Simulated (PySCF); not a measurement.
Levels of Dy⁴⁷⁺ from EOM-EA-GCCSD

Reference: closed-shell Dy⁴⁸⁺, [Ar]; one electron is added. Calculated with PySCF 2.14, two-component X2C-1e with screened spin-orbit coupling, an even-tempered Gaussian basis (18 s from 4.2 bohr⁻², ratio 2.6; 14 p from 5.5 bohr⁻², ratio 2.6; 5 d from 5.6 bohr⁻², ratio 2.8; 3 f from 90 bohr⁻², ratio 2.8); frozen [Ne]; the 62 highest virtual spinors dropped; of the others 50 kept and the rest restored at second order. No Breit or QED terms. Binding energies in eV.

| level | Koopmans | second order | EOM-CCSD |
| --- | --- | --- | --- |
| 3d3/2 | 3965.6 | 3966.9 | 3966.6 |
| 3d5/2 | 3921.8 | 3922.8 | 3922.5 |

For comparison, the ionisation energy of Dy⁴⁷⁺ is 3970 ± 4 eV (theoretical estimate listed by NIST; NIST Atomic Spectra Database, ionization energies).

Only part of the computed levels is shown.
